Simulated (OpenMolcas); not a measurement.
Ionisation energies of tellurium

```json
{
  "Program": "OpenMolcas",
  "Basis": "ANO-RCC-VDZP [6s5p3d1f]",
  "Scalar Hamiltonian": "DKH2, point nucleus",
  "Spin-orbit coupling": "RASSI with atomic mean-field integrals over the reference wave functions, term energies averaged over their components"
}
```

Active shells in each charge state: the valence s, p shells, with orbitals averaged over the low states. Where CASPT2's correlated closed shells are named, they are those of the first ion.

A. CASSCF
B. SS-CASPT2, IPEA 0.25 Eh, imaginary shift 0.1 Eh (closed shells correlated: 4s 4p 4d)

Energies in eV between the lowest computed levels (charge -1 gives the electron affinity), named as in B; reference values from the NIST Atomic Spectra Database with their kind.

```tsv
From	To	A	B	Spin-orbit share in B	Reference
Te- 5s2 5p5 2P* 3/2	Te 5s2 5p4 3P2	0.783	1.240	-0.123	
Te 5s2 5p4 3P2	Te+ 5s2 5p3 4S* 3/2	7.884	8.437	+0.189	9.010 (measured)
Te+ 5s2 5p3 4S* 3/2	Te2+ 5s2 5p2 3P0	17.473	18.135	-0.761	18.600 (measured)
Te2+ 5s2 5p2 3P0	Te3+ 5s2 5p 2P* 1/2	26.933	27.607	+0.142	27.840 (measured)
Te3+ 5s2 5p 2P* 1/2	Te4+ 5s2 1S0	36.563	37.340	+0.731	37.416 (measured)
Te4+ 5s2 1S0	Te5+ 5s 2S 1/2	57.022	57.744	+0.000	59.300 (measured)
Te5+ 5s 2S 1/2	Te6+ 4d10 1S0	68.710	69.815	+0.000	69.100 (theoretical)
```

Error against the reference values, in %:

```csv
From,Reference,A,B
Te,measured,-12.5,-6.4
Te+,measured,-6.1,-2.5
Te2+,measured,-3.3,-0.8
Te3+,measured,-2.3,-0.2
Te4+,measured,-3.8,-2.6
Te5+,theoretical,-0.6,+1.0
```

Mean absolute error over the 5 measured values: A 1.26 eV, B 0.58 eV. B lies closest.

No diffuse functions were added, so the electron affinity comes out too small, and without dynamic correlation a bound anion can come out unbound.

* marks odd parity.
